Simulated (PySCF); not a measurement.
SMILES C[SiH](C)[O][GeH3] (C₂H₁₀GeOSi), GFN2-xTB optimised geometry.

```
15

Si    -0.22    -2.02     0.00
C     -0.93    -2.79    -1.58
C     -0.90    -2.88     1.55
O     -0.64    -0.44     0.00
Ge    -1.25     0.86     0.96
H      1.25    -2.02     0.00
H     -0.61    -3.82    -1.69
H     -0.60    -2.25    -2.46
H     -2.02    -2.77    -1.58
H     -0.57    -2.37     2.45
H     -1.99    -2.88     1.56
H     -0.58    -3.92     1.61
H     -0.33     1.06     2.13
H     -2.63     0.50     1.42
H     -1.25     2.02     0.02
```

Density from PySCF 2.14.0 with B3LYP/def2-TZVP at that geometry.

Minimum of the electron density along straight lines between bonded atoms, close to the bond critical point (lines longer than 1.1 times the sum of covalent radii, or with two minima, are not listed):

| bond | length / Å | ρ at the minimum / e bohr⁻³ | ∇²ρ there / e bohr⁻⁵ | position (fraction from the first atom) |
|---|---|---|---|---|
| Si1–C2 | 1.898 | 0.120 | 0.13 | 0.39 |
| Si1–C3 | 1.902 | 0.119 | 0.14 | 0.39 |
| Si1–O4 | 1.637 | 0.136 | 0.86 | 0.41 |
| O4–Ge5 | 1.729 | 0.153 | ___ | 0.52 |
| Si1–H6 | 1.469 | 0.126 | 0.16 | 0.49 |
| C2–H7 | 1.085 | 0.276 | -0.92 | 0.63 |
| C2–H8 | 1.086 | 0.276 | -0.93 | 0.64 |
| C2–H9 | 1.087 | 0.275 | -0.92 | 0.64 |
| C3–H10 | 1.088 | 0.275 | -0.92 | 0.64 |
| C3–H11 | 1.088 | 0.274 | -0.92 | 0.64 |
| C3–H12 | 1.085 | 0.276 | -0.93 | 0.64 |
| Ge5–H13 | 1.501 | 0.143 | 0.09 | 0.59 |
| Ge5–H14 | 1.501 | 0.143 | 0.09 | 0.59 |
| Ge5–H15 | 1.495 | 0.145 | 0.08 | 0.60 |

Problem. Some entries are withheld; supply them.

Solution. 
- O4–Ge5, ∇²ρ there / e bohr⁻⁵: 0.81
